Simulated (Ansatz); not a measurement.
`[CH3][GaH][CH2]F` + `[SnH4]` → `F[CH2][GaH][SnH3]` + CH₄  (formal exchange of groups at a Ga–C bond)

Gas-phase electronic energies from Ansatz, PBE0-D4/def2-TZVP geometries. CBS: MP2 limit from def2 TZ/QZ plus the TZ coupled-cluster correction, frozen cores. This one scheme is used for every species. Functionals use def2-TZVPP. Elements past krypton have def2 core potentials. For Ga, Sn outer-core shells are correlated without core-valence functions, which leaves a few kJ/mol of doubt a bond. Scalar relativity is left out up to krypton. One conformer a species, not always the lowest.

```tsv
level	ΔE (kJ/mol)	difference from CCSD(T)/CBS
PBE0-D4	-75.3	-1.5
ωB97M-V	-68.4	5.4
B2PLYP	-72.0	1.8
r2SCAN	-72.6	1.2
PBE0	-73.9	-0.1
HF/def2-TZVPP	-69.7	4.1
MP2/def2-TZVPP	-69.1	4.7
CCSD(T)/def2-TZVPP	-67.2	6.6
SCS-MP2/def2-QZVPP	-70.5	3.3
HF/CBS(def2)	-69.0	4.8
CCSD(T)/CBS	-73.8	0
```

Largest T1 diagnostic among the species: 0.013.
